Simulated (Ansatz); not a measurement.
Gas-phase reaction in SMILES: BrBBr [dibromoborane] -> [BH]Br + Br atom (the B-Br bond at the site shown breaks; other sites are not compared here)
Each molecule is optimised on its own at B3LYP-D3(BJ)/def2-TZVP (Ansatz, a program for electronic structure). Frequencies are from Ansatz.
Geometry of the first species:
SMILES: BrBBr
```xyz
4

B     -0.0118     0.8387    -0.0033
Br     1.6610    -0.0653     0.0255
Br    -1.6585    -0.1122    -0.0248
H     -0.0284     2.0185    -0.0080
```

Quantity: bond dissociation energy (enthalpy at 298 K, with B3LYP-D3(BJ) rigid-rotor harmonic-oscillator terms), in eV. Valence correlation only, unless marked. UHF or UKS for open shells. Spin-orbit coupling is left out. Frozen are the shells of the preceding noble gas and the d and f shells that filled before the atom's block. No relativistic terms. Basis-set limits of correlation are two-point, X^-3; Hartree-Fock from the larger set.

```csv
level,program,bond dissociation energy (eV)
HF/aug-cc-pVDZ,Ansatz,3.26
HF/cc-pVDZ,Ansatz,3.27
B3LYP-D4/def2-TZVPD,Ansatz + dftd4,4.46
PBE0-D3(BJ)/def2-TZVP,Ansatz + dftd3,4.59
```

### Question
What does CCSD(T)/CBS(aug-cc-pVTZ,aug-cc-pVQZ) (Ansatz) give?

### Answer
4.61 eV
